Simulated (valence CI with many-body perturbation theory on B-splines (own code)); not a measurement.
# Basis-set convergence for Mo³⁺

Level of theory: valence CI with perturbative core correlation (CI+MBPT): three valence electrons over a frozen Dirac-Fock core [Kr], a basis of 7 s, 7 p, 8 d, 6 f, 4 g, 1 h functions for each j, with the one-electron correlation potential Σ1, the two-electron term Σ2, the three-electron term Σ3, Breit, model QED; selected CI, second order for the rest, scaled by the run's own slope (own B-spline code, finite nucleus).

Against 31 measured levels this calculation errs by 695 cm⁻¹ on average and by 1569 at most. These come from a selection out of Sugar and Musgrove, J. Phys. Chem. Ref. Data 17, 155 (1988). Levels without a partner in it may be off by more, other configurations by 1,000 to 8,000 cm⁻¹. Only levels of the ground parity were solved; by the run's estimate the other parity begins above the list, which can be wrong where configurations are misplaced.

The reference run has the lowest level 4d3 4F_3/2 and an ionisation energy of 40.0381 eV. Its largest variational space holds 11051 state functions.

Names give the largest LS component (configuration and term), which can be under half, so a name can repeat, a term be missing and a line seem to break the LS rules; names also repeat where a configuration has a term twice.

Changed runs:
A. basis 6 s, 6 p, 5 d, 5 f, 1 g
B. basis 5 s, 5 p, 4 d, 4 f

Excitation energies of the reference run in cm⁻¹, and shifts in cm⁻¹:

```tsv
Level	Reference	A	B
4d3 4F_5/2	773	-3.2	-5.0
4d3 4F_7/2	1748	-5.0	-5.7
4d3 4F_9/2	2856	-3.7	+1.2
4d3 4P_1/2	11056	+97	+329
4d3 4P_3/2	11068	+115	+371
4d3 2G_7/2	11760	+224	+717
4d3 4P_5/2	12319	+86	+305
4d3 2G_9/2	12450	+227	+756
4d3 2P_3/2	15008	+255	+686
4d3 2P_1/2	15206	+266	+790
4d3 2H_9/2	15940	+247	+976
4d3 2H_11/2	16272	+253	+1024
Ionisation energy (eV)	40.0381	-0.0328	-0.0473
```
